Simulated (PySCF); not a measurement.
# A single-point calculation

[TaOCl4]− (singlet). PySCF 2.14.0, RKS CAM-B3LYP, Ta def2-SVP with ECP60, O def2-SVP, Cl def2-SVP; non-relativistic Hamiltonian with scalar-relativistic core potentials where named; density fitting; no spin-orbit coupling. Purpose: level CAM-B3LYP.

```python
mol = gto.M(atom='''
Ta    -0.00000    -0.00000     0.23469
O     -0.00000    -0.00000     1.99410
Cl     0.00000     0.00000    -2.30392
Cl     2.36754    -0.00000     0.10789
Cl    -1.18377     2.05035     0.10789
Cl    -1.18377    -2.05035     0.10789''',
    basis={'Ta': 'def2-SVP', 'O': 'def2-SVP', 'Cl': 'def2-SVP'},
    ecp={'Ta': 'def2-SVP'},
    charge=-1, spin=0)
mf = dft.RKS(mol, xc='CAMB3LYP')
mf.grids.atom_grid = (75, 302)
mf = mf.density_fit()  # fitting sets: Ta def2-universal-JKFIT, O def2-universal-JKFIT, Cl def2-universal-JKFIT
mf.conv_tol = 1e-08; mf.max_cycle = 55
mf.kernel(dm0)  # dm0: converged density of the relaxed state
mf.nuc_grad_method().kernel()
```

Run from Python with OMP_NUM_THREADS=2; the lines above give its settings. Where DIIS fails, smearing, a level shift and second-order steps follow.
It took 11 s on 2 threads of Arm Neoverse V1, on a shared host, from an already converged density.

Question: Where do the frontier levels lie, over both spins?

Answer: HOMO -4.94 eV, LUMO 3.10 eV. 

Question: What are the Mulliken charges and spins?

Answer: 
```tsv
atom	charge (e)	spin (e)
Ta1	0.748	0.000
O2	-0.355	0.000
Cl3	-0.468	0.000
Cl4	-0.308	0.000
Cl5	-0.308	0.000
Cl6	-0.308	0.000
```

Question: What forces act on the atoms (eV/Å)?

Answer: 
```
Ta   0.00  0.00  1.29
O    0.00  0.00 -1.47
Cl   0.00  0.00  0.19
Cl  -0.25  0.00  0.00
Cl   0.13 -0.22  0.00
Cl   0.13  0.22  0.00
```
Forces carry noise of the integration grid, about 0.01 to 0.03 eV/Å.

The geometry was relaxed with BP86 (Ta def2-SVP with ECP60, O def2-SVP, Cl def2-SVP).
